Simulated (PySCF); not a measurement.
**`C1=[CH][GeH2][CH]=C1`, C$_{4}$H$_{6}$Ge**

Geometry (Å), atoms numbered from 1 in this order:
```xyz
11

C    -0.9000    0.7147   -0.4217
C     0.3211    1.2778   -0.3326
Ge    1.5411   -0.0969    0.3037
C     0.0681   -1.3656    0.3614
C    -1.0365   -0.7106   -0.0477
H    -1.7859    1.2659   -0.7573
H     0.5131    2.3215   -0.5879
H     2.1728    0.2032    1.6753
H     2.6555   -0.4662   -0.6922
H     0.0591   -2.4165    0.6560
H    -2.0210   -1.1877   -0.1133
```

Computed, not measured: PySCF 2.14.0, GIAO B3LYP/aug-cc-pVDZ magnetisability, rotational g tensor and spin-rotation constants, non-relativistic, gas phase. Geometry: PBE0-D3(BJ)/def2-SVP.

The calculation is non-relativistic, which matters for the atoms heavier than Zn.

Question: Give the nuclear spin-rotation constants along the inertial axes (H = +C I·J) beside the isotropic shieldings.

Answer: Rotational constants 6.5655, 3.2652, 2.2420 GHz. A star marks the isotopologue with that one atom substituted, in its own axes.
```csv
atom,isotope,Caa (kHz),Cbb (kHz),Ccc (kHz),mean (kHz),σ (ppm)
H6,1H,0.335,-0.099,-0.238,-0.001,24.1
H7,1H,-0.653,0.374,-0.268,-0.182,25.1
H8,1H,-0.244,-0.289,-0.021,-0.185,26.7
H9,1H,-0.244,-0.289,-0.021,-0.184,26.7
H10,1H,-0.653,0.374,-0.268,-0.182,25.1
H11,1H,0.335,-0.099,-0.238,-0.001,24.1
C1,13C*,2.404,1.469,0.336,1.403,48.3
C2,13C*,2.192,1.517,0.248,1.319,61.8
Ge3,73Ge*,-1.504,-0.685,-0.596,-0.928,1654.6
```
For the geometry as given, no vibrational averaging.
